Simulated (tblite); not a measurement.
Species: C8H7Si (doublet state).
Numbering: `[CH:1]#[C:2][SiH2:3][c:4]1[cH:5][cH:6][c:7][cH:8][cH:9]1` (hydrogens: H10 on C1; H11, H12 on Si3; H13 on C5; H14 on C6; H15 on C8; H16 on C9)

The geometry is computed with GFN2-xTB (gas phase). This method treats the open shell by occupation alone, without spin polarisation.

Give the optimised bond lengths and angles.

```csv
bond,length (Å),order
C1≡C2,1.203,triple
C2–Si3,1.852,single
Si3–C4,1.892,single
"C4–C5, C4–C9",1.389,aromatic
"C5–C6, C8–C9",1.394,aromatic
"C6–C7, C7–C8",1.363,aromatic
C1–H10,1.053,single
"Si3–H11, Si3–H12",1.468,single
"C5–H13, C9–H16",1.082,single
"C6–H14, C8–H15",1.080,single
```

Bonds in one row agree within 0.01 Å and their mean is given. Orders are formal, as drawn. A selection of angles:
```csv
angle,degrees
C1–C2–Si3,179.2
C2–Si3–C4,107.5
Si3–C4–C5,120.1
Si3–C4–C9,121.0
C5–C4–C9,118.9
C4–C5–C6,121.0
C5–C6–C7,117.5
C6–C7–C8,124.2
```

Torsions: C2–Si3–C4–C5 78° (synclinal). The mirror-image conformer, all signs reversed, is as good.

C4 (carbon bonded to 2 C and Si) is planar (angles 121.0°, 120.1° and 118.9°, sum 360.0°, 0.00 Å off the plane of its three neighbours). The C–Si distances run from 1.852 Å (C2–Si3, drawn single) to 1.892 Å (Si3–C4, drawn single), a spread of 0.040 Å. The 6-membered ring C4–C5–C6–C7–C8–C9 has internal angles of 117.5° to 124.2° (sum 720°, against 720° for a flat polygon); it is planar, 0.00 Å rms from its mean plane, widest ring torsion 0°. The C–C distances run from 1.203 Å (C1≡C2, drawn triple) to 1.394 Å (C8–C9, aromatic), a spread of 0.191 Å. C5 (carbon bonded to 2 C and H) is planar (angles 121.0°, 120.1° and 118.9°, sum 360.0°, 0.00 Å off the plane of its three neighbours). C6 (carbon bonded to 2 C and H) is planar (angles 122.2°, 120.3° and 117.5°, sum 360.0°, 0.00 Å off the plane of its three neighbours). Si3 (silicon bonded to 2 C and 2 H) is tetrahedral (angles from 107.5° to 111.9°).

Point group: C1 (no symmetry element, even within 0.4 Å). Its lowest GFN2-xTB frequency is 9i cm⁻¹, too small to tell a flat minimum from a shallow saddle.

The run took 0.59 s wall on one thread, Arm Neoverse N1 (aarch64), no GPU (shared host). These figures are those of the optimisation.
